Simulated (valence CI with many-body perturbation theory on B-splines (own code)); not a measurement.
## Si IX: what the settings do

Calculated by relativistic CI+MBPT: four valence electrons over a frozen Dirac-Fock core [He], a basis of 6 s, 6 p, 5 d, 3 f, 1 g functions for each j, with the one-electron correlation potential Σ1, the two-electron term Σ2, the three-electron term Σ3, Breit, model QED; selected CI, second order for the rest, scaled by the run's own slope (own B-spline code, finite nucleus).

No measured levels were compared; by estimate levels of excited configurations hold to 0.05 to 0.15 % of their energy, terms of the ground configuration to about 0.5 %.

The reference run has the lowest level 2s2 2p2 3P_0 and an ionisation energy of 351.173 eV. Its largest variational space holds 11161 state functions.

Reference levels: 2s2 2p2 3P_1 2538, 2s2 2p2 3P_2 6407, 2s2 2p2 1D_2 53265, 2s2 2p2 1S_0 108326, 2s 2p3 5S°_2 149798, 2s 2p3 3D°_3 292399, 2s 2p3 3D°_2 292457, 2s 2p3 3D°_1 292600, 2s 2p3 3P°_1 344368, 2s 2p3 3P°_0 344417, 2s 2p3 3P°_2 344479, 2s 2p3 1D°_2 441078 cm⁻¹.

Problem. Rank these changes by the mean size of the shift of these levels, smallest first.
A. correlating orbitals by l 3 3 3 2 1 → 3 5 4 3 1
B. QED terms on → off
C. hole-hole ladder in Σ2 on → off

Solution. C (31 cm⁻¹), A (43 cm⁻¹), B (210 cm⁻¹).
